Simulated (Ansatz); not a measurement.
Isolated molecules relaxed with PBE0-D4/def2-TZVP in Ansatz; ΔE leaves out vibrations. CCSD(T)/CBS adds triple-zeta CCSD(T) − MP2 to the extrapolated MP2 energy (def2 sets, frozen cores). def2 core potentials past Kr. For Ge, Sn outer-core shells are correlated without core-valence functions, which leaves a few kJ/mol of doubt a bond. Scalar relativity is left out up to krypton. One conformer a species, not always the lowest.

Reaction (substitution at a C–C bond): `C[CH2][Sn][Cl]` + `C[NH][GeH]([OH])[Cl]` → `C[NH][GeH]([Cl])[O]C` + `[CH3][Sn][Cl]`

```csv
species,CCSD/CBS(def2) energy (Eh)
`C[CH2][Sn][Cl]`,-752.93409
`C[NH][GeH]([OH])[Cl]`,-2707.46522
`C[NH][GeH]([Cl])[O]C`,-2746.69679
`[CH3][Sn][Cl]`,-713.68537
```

Question: Work out ΔE.

Answer: ΔE = (-2746.69679) + (-713.68537) − (-752.93409) − (-2707.46522) = 0.01715 Eh = +45.0 kJ/mol. CCSD(T)/CBS gives +45.8 kJ/mol.

Largest T1 diagnostic among the species: 0.013.

In def2-TZVPP, CCSD(T) changes the Hartree–Fock value by +10.9 kJ/mol (the triples alone add +0.7 kJ/mol) and MP2 by +16.3 kJ/mol.
